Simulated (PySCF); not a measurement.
**LDA on Zn⁺ (zinc, charge +1)**

Configuration: [Ar] 3d9 4s2, 2D determinant (an excited configuration). All numbers are calculated (PySCF 2.14, the spin-free X2C one-electron Hamiltonian (Gaussian nucleus), in aug-cc-pwCVTZ-DK).

```json
{
 "Total energy": "-1792.276 hartree",
 "One-electron energy": "-2484.938 hartree",
 "Hartree (Coulomb) energy": "761.118 hartree",
 "Exchange-correlation energy": "-68.456 hartree",
 "⟨S²⟩": "0.7504",
 "⟨L²⟩": "6.006",
 "Sum of ⟨r⟩": "19.47 bohr",
 "Sum of ⟨r²⟩": "25.16 bohr²",
 "Traceless quadrupole moment −½Σ⟨3z² − r²⟩ along its main axis": "-0.164 e·bohr²",
 "Langevin diamagnetic susceptibility": "-19.9 ×10⁻⁶ cm³/mol"
}
```

| shell | electrons | mean orbital energy (hartree) | spread (hartree) | rms radius, mean of both spins (bohr) |
| --- | --- | --- | --- | --- |
| 1s α | 1 | -349.62933 | 0 | 0.0581 |
| 1s β | 1 | -349.62890 | 0 | 0.0581 |
| 2s α | 1 | -43.12561 | 0 | 0.246 |
| 2s β | 1 | -43.09895 | 0 | 0.246 |
| 2p α | 3 | -37.51864 | 0.04615 | 0.220 |
| 2p β | 3 | -37.49816 | 0.02898 | 0.220 |
| 3s α | 1 | -5.37760 | 0 | 0.730 |
| 3s β | 1 | -5.33091 | 0 | 0.730 |
| 3p α | 3 | -3.70563 | 0.08156 | 0.769 |
| 3p β | 3 | -3.66049 | 0.04200 | 0.769 |
| 3d α | 5 | -1.00077 | 0.09185 | 0.963 |
| 3d β | 4 | -0.95655 | 0.04507 | 0.963 |
| 4s α | 1 | -0.59931 | 0 | 2.43 |
| 4s β | 1 | -0.59165 | 0 | 2.43 |

Densities and radii are taken from the X2C orbitals without a picture-change correction, which distorts them close to the nucleus.
